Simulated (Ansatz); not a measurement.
`[KH]` + `O[SiH]1CS1` → `[OH][K]` + `C1[SiH2]S1`  (redistribution)

Computed with Ansatz on PBE0-D4/def2-TZVP structures; ΔE is electronic, products minus reactants. CCSD(T)/CBS is the MP2 limit (def2-TZVPP, def2-QZVPP) plus CCSD(T) − MP2 in def2-TZVPP, frozen cores. Functionals use def2-TZVPP. For K outer-core shells are correlated without core-valence functions, which leaves a few kJ/mol of doubt a bond. Scalar relativity is left out up to krypton. One conformer a species, not always the lowest.

`[KH]`:

Cartesian coordinates in Å:
```
K 0.829 0.696 -0.329
H -0.829 -0.696 0.329
```

`O[SiH]1CS1`:

Cartesian coordinates in Å:
```
O 1.399 -1.281 0.370
Si 0.254 -0.158 0.675
C -0.549 0.833 -0.637
S -1.726 -0.435 0.117
H 1.237 -1.886 -0.356
H 0.594 0.441 1.975
H -0.869 1.856 -0.460
H -0.340 0.630 -1.684
```

`[OH][K]`:

```xyz
3

O    -0.244    0.279   -0.193
K     1.046   -1.196    0.827
H    -0.802    0.917   -0.634
```

`C1[SiH2]S1`:

Cartesian coordinates in Å:
```
C -0.881 0.255 -0.206
Si 0.810 -0.371 0.155
S 0.213 1.602 0.470
H -1.704 0.001 0.454
H -1.186 0.428 -1.234
H 1.727 -0.668 -0.967
H 1.022 -1.248 1.327
```

```
         level  ΔE (kcal/mol)
    r2SCAN0-D4           -2.6
       LC-ωPBE           -5.0
 HF/def2-QZVPP            0.6
CCSD/CBS(def2)           -6.5
```

Task: What does CCSD(T)/CBS give? (Best estimate.)

Result: The calculation gave: -6.6 kcal/mol. The listed levels differ from it by 4.0, 1.6, 7.2, 0.1 kcal/mol.

Largest T1 diagnostic among the species: 0.017.

From BLYP to BHLYP (50 % exact exchange), in def2-TZVPP and without D4, ΔE moves by +2.4 kcal/mol. The D4 term adds +1.6 kcal/mol with B3LYP and +0.8 kcal/mol with PBE0; it sums over pairs of atoms, weighted by their polarisabilities, and B3LYP, whose exchange is more repulsive, gets the larger term. Leaving LDA and LC-ωPBE aside and taking each functional with its dispersion term where it has one, the values, not all of them listed here, spread over 8.2 kcal/mol, from B2PLYP to B97M-V. LDA lies +2.8 kcal/mol from PBE without D4.

B3LYP here is the variant with VWN-RPA as its local correlation; programs differ in this.
